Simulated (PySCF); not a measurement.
Si(F)(H)(SMe)2 (C2H7FS2Si), SMILES S([SiH](SC)F)C.

Geometry: B3LYP-D3(BJ)/def2-SVP. The values are those of a single conformer.

Method: TDDFT-PBE0/def2-SVPD run with PySCF.

Vertical excitations. 

```csv
state,energy (eV),λ (nm),f,main pairs
S1,5.41,229,0.003,HOMO→LUMO 92 %
S2,5.76,215,0.003,"HOMO−1→LUMO 46 %, HOMO−1→LUMO+1 45 %"
S3,6.08,204,0.014,HOMO→LUMO+1 85 %
S4,6.12,203,0.045,"HOMO−1→LUMO+1 46 %, HOMO−1→LUMO 45 %"
S5,6.62,187,0.035,"HOMO−1→LUMO+2 78 %, HOMO→LUMO+2 14 %"
S6,6.68,186,0.030,"HOMO→LUMO+2 67 %, HOMO−1→LUMO+2 14 %"
S7,6.81,182,0.011,"HOMO→LUMO+3 56 %, HOMO→LUMO+4 30 %"
S8,6.97,178,0.002,"HOMO→LUMO+4 31 %, HOMO→LUMO+3 25 %, HOMO−1→LUMO+3 22 %, HOMO→LUMO+5 6 %"
S9,7.01,177,0.006,"HOMO−1→LUMO+3 63 %, HOMO→LUMO+4 13 %"
S10,7.07,175,0.006,"HOMO→LUMO+5 55 %, HOMO−2→LUMO 19 %"
T1,5.06,245,0,HOMO→LUMO 85 %
T2,5.33,233,0,"HOMO−1→LUMO+1 56 %, HOMO−1→LUMO 29 %"
T3,5.59,222,0,"HOMO−1→LUMO 60 %, HOMO−1→LUMO+1 26 %"
T4,5.81,213,0,"HOMO→LUMO+1 61 %, HOMO→LUMO+2 14 %"
```
Triplets are in the Tamm–Dancoff approximation, which puts them higher than full response would, so one can lie above its singlet here.
